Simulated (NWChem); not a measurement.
System: CHF2, doublet; SMILES F[CH]F

Program: NWChem. Pople sets run with spherical d functions. Spin-unrestricted. In the optimisation the excess spin sits in a' (Cs, its own frame). Structure relaxed at the PBE-D3(BJ)/def2-SVP, spin-unrestricted level. No stability test was run on the SCF state. Total energies compare along this basis series because the functional is fixed.

```
level            basis functions  energy (Ha)  highest occupied level (eV)  lowest empty minus highest occupied level, either spin (eV)  dipole (D)   <S²>
---------------  ---------------  -----------  ---------------------------  -----------------------------------------------------------  ----------  -----
TPSS/STO-3G                   16    -234.9901                        -0.95                                                         2.25        0.52  0.751
TPSS/3-21G                    29    -237.0294                        -4.64                                                         2.54        1.21  0.751
TPSS/6-31G*                   44    -238.3259                        -4.87                                                         2.79        1.14  0.752
TPSS/6-31+G*                  56    -238.3482                        -5.52                                                         2.76        1.42  0.752
TPSS/6-311G**                 60    -238.4050                        -5.23                                                         2.77        1.28  0.752
TPSS/6-311++G**               73    -238.4156                        -5.60                                                         2.74        1.42  0.752
```
